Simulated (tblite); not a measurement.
Compound: C3H8ClNSi2.
Atom-mapped SMILES: `[N:1]#[C:2][CH2:3][C@@H:4]([SiH3:5])[SiH2:6][Cl:7]` (hydrogens: H8, H9 on C3; H10 on C4; H11, H12, H13 on Si5; H14, H15 on Si6)

Computed geometry: GFN2-xTB, gas phase.

Task: What internal coordinates does the optimisation give?

Result: 
```
                     bond  length (Å)   order
                    N1≡C2       1.144  triple
                    C2–C3       1.438  single
                    C3–C4       1.540  single
                   C4–Si5       1.912  single
                   C4–Si6       1.908  single
                  Si6–Cl7       2.021  single
                    C3–H8       1.095  single
                    C3–H9       1.096  single
                   C4–H10       1.096  single
Si5–H11, Si5–H12, Si5–H13       1.462  single
                  Si6–H14       1.457  single
                  Si6–H15       1.459  single
```

Bonds in one row agree within 0.01 Å and their mean is given. Orders are formal, as drawn. A selection of angles:
```
      angle  degrees
   N1–C2–C3    179.4
   C2–C3–C4    111.8
   C2–C3–H8    107.9
   C2–C3–H9    107.9
   C4–C3–H8    110.5
   C4–C3–H9    110.6
   H8–C3–H9    107.9
  C3–C4–Si5    111.1
  C3–C4–Si6    111.6
  C3–C4–H10    106.2
 Si5–C4–Si6    113.3
 Si5–C4–H10    107.0
 Si6–C4–H10    107.3
 C4–Si5–H11    110.1
 C4–Si5–H12    107.6
H11–Si5–H12    110.3
H11–Si5–H13    111.0
 C4–Si6–Cl7    107.9
 C4–Si6–H14    111.3
 C4–Si6–H15    109.4
Cl7–Si6–H14    108.0
Cl7–Si6–H15    108.1
H14–Si6–H15    112.1
```

Torsions: C2–C3–C4–Si5 -64° (synclinal); C3–C4–Si6–Cl7 55° (synclinal).

The 2 C–C bonds span 1.438 Å (C2–C3, drawn single) to 1.540 Å (C3–C4, drawn single), a spread of 0.102 Å. Si6 (chlorine-bound silicon) is tetrahedral (angles from 107.9° to 112.1°). Of the pairs four or more bonds apart, Cl7···H9 is among the closest relative to their van der Waals radii: 2.94 Å, 100 % of the sum of Bondi's values. Si5 (SiH3 silicon) is tetrahedral (angles from 107.6° to 111.0°).

Point group: C1 (no symmetry element, even within 0.4 Å). Its GFN2-xTB frequencies are all real (lowest 32 cm⁻¹). The numbers are those of one conformer. 3 starts were optimised and ended at 0.00, 0.09 and 1.79 kcal/mol (GFN2-xTB); the lowest of these is shown.
